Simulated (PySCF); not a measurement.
AlH₄NO₂, SMILES [NH2][Al]([OH])[OH]. Atoms are numbered in the order given.

```xyz
8

Al    -0.0024     0.0202     0.0000
O     -1.4142     0.9748     0.0000
H     -2.3228     0.6660     0.0000
O      1.5107     0.7999     0.0000
H      1.6114     1.7553     0.0000
N     -0.0070    -1.7466     0.0000
H      0.8404    -2.3054     0.0000
H     -0.8221    -2.3494     0.0000
```

Geometry optimised at B3LYP-D3(BJ)/def2-SVP. One conformer was computed; it need not be the lowest.

All values below come from B3LYP-D3(BJ)/def2-SVP (PySCF 2.14.0).

Frequencies are harmonic and unscaled.

Computed vibrational spectrum:
```json
[
 {"mode": "1", "ν (cm⁻¹)": "207", "IR (km/mol)": "72.2", "Raman (Å⁴/amu)": "0.3", "depolarisation": "0.75", "moving atoms (share of kinetic energy)": "H 95 %"},
 {"mode": "2", "ν (cm⁻¹)": "209", "IR (km/mol)": "5.0", "Raman (Å⁴/amu)": "1.5", "depolarisation": "0.72", "moving atoms (share of kinetic energy)": "O 31 %, H 30 %, N 24 %, Al 14 %"},
 {"mode": "3", "ν (cm⁻¹)": "236", "IR (km/mol)": "28.7", "Raman (Å⁴/amu)": "1.4", "depolarisation": "0.75", "moving atoms (share of kinetic energy)": "O 55 %, H 22 %, Al 14 %, N 8 %"},
 {"mode": "4", "ν (cm⁻¹)": "279", "IR (km/mol)": "36.2", "Raman (Å⁴/amu)": "0.5", "depolarisation": "0.75", "moving atoms (share of kinetic energy)": "Al 46 %, H 29 %, O 16 %, N 9 %"},
 {"mode": "5", "ν (cm⁻¹)": "298", "IR (km/mol)": "18.3", "Raman (Å⁴/amu)": "1.6", "depolarisation": "0.75", "moving atoms (share of kinetic energy)": "H 65 %, O 18 %, Al 17 %"},
 {"mode": "6", "ν (cm⁻¹)": "347", "IR (km/mol)": "203.0", "Raman (Å⁴/amu)": "0.6", "depolarisation": "0.75", "moving atoms (share of kinetic energy)": "H 93 %"},
 {"mode": "7", "ν (cm⁻¹)": "360", "IR (km/mol)": "151.4", "Raman (Å⁴/amu)": "0.3", "depolarisation": "0.75", "moving atoms (share of kinetic energy)": "H 84 %, N 16 %"},
 {"mode": "8", "ν (cm⁻¹)": "522", "IR (km/mol)": "167.2", "Raman (Å⁴/amu)": "2.0", "depolarisation": "0.40", "moving atoms (share of kinetic energy)": "H 82 %, O 16 %"},
 {"mode": "9", "ν (cm⁻¹)": "594", "IR (km/mol)": "131.2", "Raman (Å⁴/amu)": "1.4", "depolarisation": "0.55", "moving atoms (share of kinetic energy)": "H 74 %, O 23 %"},
 {"mode": "10", "ν (cm⁻¹)": "659", "IR (km/mol)": "58.4", "Raman (Å⁴/amu)": "4.1", "depolarisation": "0.09", "moving atoms (share of kinetic energy)": "H 60 %, N 20 %, O 20 %"},
 {"mode": "11", "ν (cm⁻¹)": "700", "IR (km/mol)": "14.1", "Raman (Å⁴/amu)": "10.5", "depolarisation": "0.07", "moving atoms (share of kinetic energy)": "O 44 %, N 32 %, H 25 %"},
 {"mode": "12", "ν (cm⁻¹)": "920", "IR (km/mol)": "167.3", "Raman (Å⁴/amu)": "2.3", "depolarisation": "0.66", "moving atoms (share of kinetic energy)": "Al 50 %, N 23 %, O 19 %, H 9 %"},
 {"mode": "13", "ν (cm⁻¹)": "947", "IR (km/mol)": "165.8", "Raman (Å⁴/amu)": "1.5", "depolarisation": "0.70", "moving atoms (share of kinetic energy)": "Al 50 %, O 41 %, H 8 %"},
 {"mode": "14", "ν (cm⁻¹)": "1525", "IR (km/mol)": "46.1", "Raman (Å⁴/amu)": "4.9", "depolarisation": "0.73", "moving atoms (share of kinetic energy)": "H 89 %, N 11 %"},
 {"mode": "15", "ν (cm⁻¹)": "3585", "IR (km/mol)": "22.2", "Raman (Å⁴/amu)": "126.3", "depolarisation": "0.11", "moving atoms (share of kinetic energy)": "H 96 %"},
 {"mode": "16", "ν (cm⁻¹)": "3671", "IR (km/mol)": "22.6", "Raman (Å⁴/amu)": "78.9", "depolarisation": "0.75", "moving atoms (share of kinetic energy)": "H 92 %, N 8 %"},
 {"mode": "17", "ν (cm⁻¹)": "3931", "IR (km/mol)": "84.6", "Raman (Å⁴/amu)": "96.6", "depolarisation": "0.28", "moving atoms (share of kinetic energy)": "H 94 %"},
 {"mode": "18", "ν (cm⁻¹)": "3942", "IR (km/mol)": "70.5", "Raman (Å⁴/amu)": "109.8", "depolarisation": "0.27", "moving atoms (share of kinetic energy)": "H 94 %"}
]
```
